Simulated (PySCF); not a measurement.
# Working out the ionisation energy of Pd

Pd [Kr] 4d10 (1S) → Pd⁺ [Kr] 4d9 (2D). All numbers are calculated (PySCF 2.14, a scalar-relativistic core potential, in def2-SVP with the def2 core potential (28 electrons)). Frozen: 4s2 4p6. Energies in hartree (1 hartree = 27.21139 eV):

```tsv
part	Pd (lower)	Pd⁺ (upper)
UHF	-127.000351	-126.769919
MP2 opposite-spin	-0.139600	-0.101118
MP2 same-spin	-0.083420	-0.062274
```

Problem. What does Hartree-Fock give?

Solution. (-126.769919) − (-127.000351) = 0.230432 hartree = 6.270 eV.

Problem. What do MP2 and SCS-MP2 (6/5 opposite-spin, 1/3 same-spin) give?

Solution. The opposite-spin parts differ by 1.047 eV and the same-spin parts by 0.575 eV. MP2: 6.270 + (1.047) + (0.575) = 7.892 eV. SCS-MP2: 6.270 + 1.2 × (1.047) + (0.575)/3 = 7.718 eV.

Measured between the centres of the two terms (NIST): 8.512 eV, so MP2 (valence) is off by -0.620 eV.

A double-zeta basis recovers only part of the correlation energy.

What remains against the reference includes basis incompleteness, the frozen core and correlation beyond second order.
